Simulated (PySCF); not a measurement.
Vertical excitations of a molecule CH₈FNSi₂ from PySCF 2.14.0 with TDA-LC-ωPBE/def2-SVPD, as energy in eV (oscillator strength): 6.78 (0.012), 7.59 (0.003), 8.12 (0.053), 8.27 (0.016), 8.41 (0.022), 8.46 (0.004), 8.57 (0.027), 8.76 (0.007), 8.95 (0.006), 9.05 (0.026). Lowest triplet (TDA): 6.32 eV. Geometry: PBE-D3(BJ)/def2-SVP. Other conformers were not sampled.

Problem. Identify the compound among the candidates.
(A) NC[Si@H](F)[SiH3]
(B) N[SiH2]C[SiH2]F
(C) C[Si@H](N)[SiH2]F
(D) N[C@H]([SiH3])[SiH2]F

Solution. D, N[C@H]([SiH3])[SiH2]F
